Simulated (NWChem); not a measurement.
System: C2H7BO; SMILES CBOC

```xyz
11

B     -0.4474     0.5334    -0.0002
H     -1.6496     0.3225     0.0005
C      0.1372     1.9854    -0.0001
H     -0.2326     2.5410     0.8790
H     -0.2345     2.5428    -0.8772
H      1.2364     2.0121    -0.0011
O      0.3876    -0.5243     0.0000
C     -0.0539    -1.8562     0.0000
H      0.3317    -2.3710    -0.8940
H      0.3400    -2.3735     0.8887
H     -1.1549    -1.9217     0.0050
```
Atoms are numbered in this order, from 1.

Results from NWChem. Medium grid unless said otherwise, to which SCAN and Minnesota functionals are sensitive. The geometry was optimised at PBE0/def2-SVP.

Order these by “highest occupied level (eV)”, lowest first: B3LYP/def2-SVP; M06-2X/def2-SVP; LDA (Slater exchange, VWN5)/def2-SVP; TPSSh/def2-SVP.

M06-2X/def2-SVP (-9.63), B3LYP/def2-SVP (-8.01), TPSSh/def2-SVP (-7.50), LDA (Slater exchange, VWN5)/def2-SVP (-6.78)
